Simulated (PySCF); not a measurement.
Ligands exchanged one at a time, Ga Br-OH. All species are isolated molecules in the gas phase. One relaxed conformer stands for each flexible species; it need not be the lowest. Strings in code marks are SMILES.

These are PBE-D3(BJ)/def2-TZVP // B3LYP-D3(BJ)/def2-TZVP in PySCF values and carry that method's errors. All candidates: neutral, multiplicity 1. 

```yaml
HOMO–LUMO gap: 4.17 eV
HOMO: -7.41 eV
LUMO: -3.24 eV
```

**Question.** Identify which member has these values.
A. `[OH][Ga]([OH])[OH]`
B. `[Br][Ga]([Br])[Br]`
C. `[OH][Ga]([Br])[Br]` (H–O–Ga–Br torsion 180°)
D. `[OH][Ga]([OH])[Br]` (H–O–Ga–Br torsion 0°, Br–Ga–O–H torsion -180°)

**Answer.** B, `[Br][Ga]([Br])[Br]`. The others give `[OH][Ga]([Br])[Br]` (H–O–Ga–Br torsion 180°): 4.62 eV, -7.42 eV, -2.80 eV; `[OH][Ga]([OH])[Br]` (H–O–Ga–Br torsion 0°, Br–Ga–O–H torsion -180°): 5.03 eV, -7.37 eV, -2.34 eV; `[OH][Ga]([OH])[OH]`: 5.29 eV, -7.20 eV, -1.91 eV
